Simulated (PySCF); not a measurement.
2,2-dichloropropane (C3H6Cl2), SMILES CC(C)(Cl)Cl.

The structure is a stationary point at PBE0-D3(BJ)/def2-SVP.

Computed with PySCF with PBE/def2-TZVP.

Symmetry labels are those of the subgroup C2v that the program uses (full group C2v).

Computed valence orbital energies around the gap with their symmetry:
```
orbital  symmetry  energy (eV)
-------  --------  -----------
HOMO−7         A2       -10.14
HOMO−6         A1        -9.60
HOMO−5         B1        -9.30
HOMO−4         B2        -9.23
HOMO−3         A1        -7.83
HOMO−2         A2        -7.42
HOMO−1         B2        -7.18
HOMO           B1        -7.02
LUMO           A1        -1.05
LUMO+1         B1        -0.40
LUMO+2         A1         0.40
LUMO+3         B2         1.61
```
